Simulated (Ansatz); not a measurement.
Sn2Te. Total charge 0; singlet. Geometry r2SCAN-D4/def2-SVP; atoms count from 1.

```xyz
3

Sn   -0.337    0.231    1.616
Sn   -0.053   -1.482   -0.762
Te    0.390    1.251   -0.854
```

In the def2 sets Sn, Te take a core potential; there is no spin–orbit coupling. The structure comes from a short search, and lower isomers may exist.

Question: Estimate the Mulliken populations from the PBE0/def2-TZVP orbitals of Ansatz.

Answer: 
```csv
atom,charge (e)
Sn1,0.15
Sn2,0.15
Te3,-0.30
```
Mulliken values and Mayer orders depend strongly on the basis.

Question: And the Mayer bond orders between bonded heavy atoms (over 0.3)?

Answer: Sn1–Sn2 1.03 (2.94 Å); Sn1–Te3 1.24 (2.77 Å); Sn2–Te3 1.24 (2.77 Å).
